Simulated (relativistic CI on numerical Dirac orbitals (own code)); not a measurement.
# Zr11+: what numerical and physical settings do to a radial Dirac CI calculation

Reference input:

```
atom Zr  Z=40  charge=11  electrons=29
nucleus A=90  rms_radius_fm=4.2694
hamiltonian dirac-coulomb  breit=on  qed=on  c_scale=1
orbitals kli  potential=per-configuration
slater_scale 1
correlation none
mixing on
grid step=0.0125 r_max=12.4
scf mixing=0.4 start=green max_iterations=150 tolerance=2e-08 node_fill=0.05
configurations
  [Ar] 3d10 4s
  [Ar] 3d10 4p
  [Ar] 3d10 4d
end
```

Computed lowest total energy -3555.88601 Ha, first excitation 204460.2 cm⁻¹, 35 SCF steps. Runs with settings changed; * marks those that are bad on purpose:

| Changed | Outcome | Lowest level | ΔE (Ha) | First excitation (cm⁻¹) | SCF steps | Message |
| --- | --- | --- | --- | --- | --- | --- |
| end of the grid at 8.68 bohr, QED terms off, nuclear radius 5.5502 fm | converged | 4s ²S1/2 | -1.34 | 205049.1 | 35 |  |
| QED terms off, SCF tolerance 1e-05 | converged | 4s ²S1/2 | -1.37 | 205059.6 | 27 |  |
| node fill of the KLI weights 0.01, QED terms off, iteration limit 30 | converged | 4s ²S1/2 | -1.37 | 205067.5 | 35 |  |
| iteration limit 30, SCF mixing 0.2 | converged | 4s ²S1/2 | 1.11e-09 | 204460.2 | 38 |  |
| end of the grid at 0.37 bohr * | not converged |  |  |  | 1 | SCF of 1s2 2s2 2p6 3s2 3p6 3d10 4s stopped: an orbital could not be found |
| configuration list: extra electron * | refused |  |  |  | 0 | configuration [Ar] 3d10 4d 5s has 30 electrons, the ion has 29 |
